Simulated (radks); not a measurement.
The nuclear charge of neutral promethium is varied continuously with 61 electrons held in [Xe] 4f5 6s2. Method: Dirac Kohn-Sham, PBEsol, spin-unpolarised, spherical densities, finite nucleus; open shells are shared between the two j in proportion to 2j + 1; Fermi nuclear charge, rms radius 4.962 fm; computed with a radial shooting solver on a logarithmic mesh with Libxc functionals. By the Hellmann-Feynman theorem dE/dZ = E(electron-nucleus)/Z, the electronic potential at the nucleus (averaged over a nucleus of fixed radius).

Z     E (hartree)  E(electron-nucleus)/Z (hartree)   HOMO  e(HOMO) (eV)  <r> HOMO (bohr)
60.9   -9982.7726                         -401.099  4f7/2        -0.862            1.109
61    -10022.9310                         -402.068  4f7/2        -1.985            1.080
61.1  -10063.1862                         -403.035  4f7/2        -3.184            1.056
61.2  -10103.5380                         -404.002  4f7/2        -4.447            1.035
61.3  -10143.9865                         -404.967  6s1/2        -5.295            4.092
61.4  -10184.5315                         -405.933  6s1/2        -5.914            4.014
61.5  -10225.1730                         -406.897  6s1/2        -6.550            3.940
61.6  -10265.9110                         -407.862  6s1/2        -7.204            3.871
61.7  -10306.7454                         -408.827  6s1/2        -7.875            3.805
61.8  -10347.6763                         -409.791  6s1/2        -8.562            3.743
61.9  -10388.7036                         -410.756  6s1/2        -9.265            3.684
62    -10429.8274                         -411.720  6s1/2        -9.984            3.628

The central difference of E at Z = 61 is -402.068 hartree, to compare with the third column; the second derivative is -9.68 hartree. No converged solution with all levels bound was reached at Z = 60.8.
